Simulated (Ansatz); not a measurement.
All numbers were calculated with Ansatz.

Basis-set series for C₂H₂I, SMILES `[CH]=CI` radical. Total charge 0; spin multiplicity 2. I takes the def2 core potential. The structure was optimised at the PBE0-D4/def2-TZVP level.

```tsv
functional	basis	functions	energy (Eh)	HOMO (eV)	LUMO (eV)
PBE0-D4	def2-SVP	64	-374.86504	-7.07	-2.94
PBE0-D4	def2-TZVPP	140	-374.96258	-7.10	-3.05
ωB97M-V	def2-SVP	64	-374.88453	-8.93	-0.95
ωB97M-V	def2-TZVPP	140	-374.98732	-8.96	-1.17
```

Task: Give the rows for def2-QZVPP. (Estimate.)

Result: The calculation gave: 
| functional | basis | functions | energy (Eh) | HOMO (eV) | LUMO (eV) |
| --- | --- | --- | --- | --- | --- |
| PBE0-D4 | def2-QZVPP | 256 | -374.96806 | -7.11 | -3.07 |
| ωB97M-V | def2-QZVPP | 256 | -374.99256 | -8.97 | -1.22 |

HOMO and LUMO are taken over both spins.
